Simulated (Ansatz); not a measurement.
Consider the ligand exchange at a B–O bond: `FCOBO[SiH3]` + HCl → `[SiH3]OBCl` + `OCF`.

Gas-phase electronic energies from Ansatz, PBE0-D4/def2-TZVP geometries. CCSD(T)/CBS is the MP2 limit (def2-TZVPP, def2-QZVPP) plus CCSD(T) − MP2 in def2-TZVPP, frozen cores. This one scheme is used for every species. DFT in def2-TZVPP. HSE06 is defined as in plane-wave codes. One conformer a species, not always the lowest.

`FCOBO[SiH3]`:

Cartesian coordinates in Å:
```
F 2.196 -1.208 1.426
C 2.114 -0.445 0.293
O 0.815 -0.005 0.130
B -0.074 -0.713 -0.634
O -1.351 -0.292 -0.695
Si -2.116 0.974 0.058
H 2.436 -1.067 -0.549
H 2.761 0.424 0.426
H 0.285 -1.676 -1.250
H -3.532 0.917 -0.370
H -2.022 0.830 1.531
H -1.511 2.261 -0.365
```

HCl:

Cartesian coordinates in Å:
```
Cl -0.035 -0.578 -0.271
H 0.035 0.578 0.271
```

`[SiH3]OBCl`:

```xyz
8

Si    0.559    0.967   -0.463
O    -0.714    0.203    0.298
B    -0.924   -1.065    0.657
Cl    0.294   -2.309    0.331
H     0.757    0.385   -1.811
H     0.168    2.391   -0.566
H     1.788    0.824    0.351
H    -1.929   -1.397    1.203
```

`OCF`:

Cartesian coordinates in Å:
```
O 0.565 0.138 0.913
C -0.008 0.100 -0.331
F -1.358 0.386 -0.265
H 0.260 -0.617 1.426
H 0.074 -0.883 -0.810
H 0.468 0.876 -0.932
```

Problem. Is it downhill or uphill in electronic energy at CCSD(T)/CBS, and by how much? (An estimate is asked.)

Solution. Ansatz gave: Uphill: ΔE = +34.9 kJ/mol.

Problem. What do these levels give: PBE-D4, revPBE-D4, HSE06, LC-ωPBE, MP2/def2-SVP, CCSD(T)/def2-SVP, HF/def2-TZVPP, CCSD/def2-TZVPP, CCSD(T)/def2-TZVPP, HF/def2-QZVPP, SCS-MP2/def2-QZVPP, HF/CBS(def2)? (Best estimate.)

Solution. Ansatz gave: PBE-D4 27.1, revPBE-D4 25.6, HSE06 29.3, LC-ωPBE 33.4, MP2/def2-SVP 37.4, CCSD(T)/def2-SVP 40.1, HF/def2-TZVPP 42.2, CCSD/def2-TZVPP 39.2, CCSD(T)/def2-TZVPP 37.6, HF/def2-QZVPP 43.1, SCS-MP2/def2-QZVPP 34.6, HF/CBS(def2) 43.2 kJ/mol.

Largest T1 diagnostic among the species: 0.013.

From PBE to PBE0 (25 % exact exchange), in def2-TZVPP and without D4, ΔE moves by +3.1 kJ/mol. At CCSD(T), def2-SVP lies +5.2 kJ/mol from the extrapolated value and def2-TZVPP +2.6 kJ/mol.
